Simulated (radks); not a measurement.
Values are calculated unless marked as measured or tabulated.
Q: All-electron atom: the holmium ion Ho+ in [Xe] 4f11 6s1. Code: a radial shooting solver on a logarithmic mesh with Libxc functionals. Model: scalar-relativistic Kohn-Sham, r2SCAN, spin-polarised, spherical densities, finite nucleus; open shells are filled with parallel spins first (spin-orbit coupling, left out, can overturn this in heavy ions); meta-GGA in the generalised Kohn-Sham scheme; Fermi nuclear charge, rms radius 5.2022 fm. Some entries of the table are withheld. Estimate them.

orbital  occ.  eigenvalue (hartree)  <1/r> (bohr^-1)  <r^2> (bohr^2)
1s up       1             -2042.326            76.04       0.0005884
1s down     1             -2042.325            76.04       0.0005884
2s up       1             -342.6433            17.70        0.009167
2s down     1             -342.6431            17.70        0.009167
2p up       3             -303.4634            16.38        0.007443
2p down     3             -303.4629            16.38        0.007443
3s up       1             -77.04599            6.531         0.06024
3s down     1             -76.98736            6.534         0.06019
3p up       3             -65.01192            6.105         0.06064
3p down     3             -64.95323            6.108         0.06057
3d up       5             -49.72819            5.779         0.05077
3d down     5             -49.68297            5.783         0.05069
4s up       1             -15.62364            2.744          0.3041
4s down     1             -15.49558            2.743          0.3041
4p up       3             -11.64511            2.515          0.3442
4p down     3             -11.51752            2.514          0.3443
4d up       5              -6.24784            2.219          0.4132
4d down     5              -6.12009            2.217          0.4141
5s up       1              -2.17124            1.039           1.828
5s down     1              -2.11274            1.024           1.870
5p up       3              -1.24118           0.8656           2.591
5p down     3              -1.20139           0.8540           2.629
4f up       7              -0.39603            1.615          0.9478
6s up       1              -0.34789              (1)           15.10
4f down     4              -0.28301            1.582           1.068
6s down     0              -0.28188              (2)           17.22
5d up       0                   (3)           0.4727           9.437
5d down     0                   (4)           0.4565           11.32
6p up       0              -0.20793           0.2741           22.88

A: 
(1) 6s up <1/r> (bohr^-1): 0.3384
(2) 6s down <1/r> (bohr^-1): 0.3241
(3) 5d up eigenvalue (hartree): -0.25289
(4) 5d down eigenvalue (hartree): -0.21765
